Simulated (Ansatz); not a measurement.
Abridged output of a molecular run in Ansatz:

```
Functional definition: HF
3504 factors; integrals over basis functions are off by at most 1.1e-3 eV
mean field evaluation 1: about -17107.8671 eV, gradient 8.0e1 eV
mean field evaluation 2: about -17108.5497 eV, gradient 8.0e1 eV
mean field evaluation 4: about -17120.1805 eV, gradient 8.9e0 eV
mean field evaluation 8: about -17120.4107 eV, gradient 8.7e-1 eV
mean field evaluation 16: about -17120.4126 eV, gradient 2.5e-6 eV
mean field -17120.41258070 eV, -629.1635577082 hartree, gradient 2.5e-6 eV, S^2 0.000000; 0 other end points of the search recorded, 0 dependent functions left out
10 core orbitals not correlated: weight in the atoms' cores, before any rotation towards them, 1.000 or more for the frozen orbitals, at most 0.000 for the correlated occupied ones
reference -17120.41258070 eV, -629.1635577082 hartree; 39, 39 occupied and 527, 527 virtual orbitals, 3504 factors
second order -69.28500312 eV of doubles, -0.00000000 eV of singles
cycle   1  -67.66966277 eV  change     1.6e0 eV  update   2.8e-1
cycle   2  -69.62886463 eV  change    -2.0e0 eV  update   1.4e-1
cycle   3  -70.27015486 eV  change   -6.4e-1 eV  update   5.6e-2
cycle   4  -70.28436501 eV  change   -1.4e-2 eV  update   2.0e-2
cycle   5  -70.25314947 eV  change    3.1e-2 eV  update   8.4e-3
cycle   6  -70.25241614 eV  change    7.3e-4 eV  update   3.4e-3
cycle   7  -70.25461468 eV  change   -2.2e-3 eV  update   1.5e-3
cycle   8  -70.25354278 eV  change    1.1e-3 eV  update   5.6e-4
cycle   9  -70.25335555 eV  change    1.9e-4 eV  update   2.4e-4
cycle  10  -70.25390129 eV  change   -5.5e-4 eV  update   1.1e-4
cycle  11  -70.25365745 eV  change    2.4e-4 eV  update   5.2e-5
cycle  12  -70.25357557 eV  change    8.2e-5 eV  update   2.2e-5
perturbative correction -3.15575108 eV, -0.1159717133 hartree
Total energy: -17193.82190735 eV, -631.8613007040 hartree
```

Its atoms:

```xyz
26

C    -0.8756   -0.3923    2.9057
O    -0.5698    0.5712    1.9446
Nb    0.1411    0.6105    0.1904
O     0.1494   -1.3015    0.1424
C    -0.0834   -2.6368   -0.1413
O     2.0269    0.6314    0.0349
C     3.0622   -0.3025   -0.0079
O    -1.0006    0.5797   -1.3602
C    -1.5495   -0.4285   -2.1513
O    -0.0246    2.4804    0.0354
C    -0.6015    3.5228   -0.6705
H    -0.6904   -1.4035    2.5265
H    -0.2624   -0.2347    3.7989
H    -1.9289   -0.3098    3.1927
H    -1.1565   -2.8503   -0.2056
H     0.3412   -3.2716    0.6453
H     0.3782   -2.9261   -1.0928
H     2.6743   -1.3256    0.0540
H     3.7480   -0.1351    0.8289
H     3.6243   -0.1928   -0.9410
H    -2.3191   -0.9907   -1.6094
H    -2.0188    0.0222   -3.0321
H    -0.7882   -1.1361   -2.4983
H    -1.2478    4.1151   -0.0136
H    -1.2026    3.1245   -1.4971
H     0.1739    4.1801   -1.0786
```

(1) Which basis set was used?
A. cc-pV(D+d)Z
B. def2-TZVPP
C. def2-SVP
D. def2-QZVPP

(2) Write the keys of the input that set method, charge and spin (a neutral closed shell needs none for the last two).

Results:

(1) B. It gives 576 functions.

(2) 
```yaml
correlation: {method: ccsd_t}
```
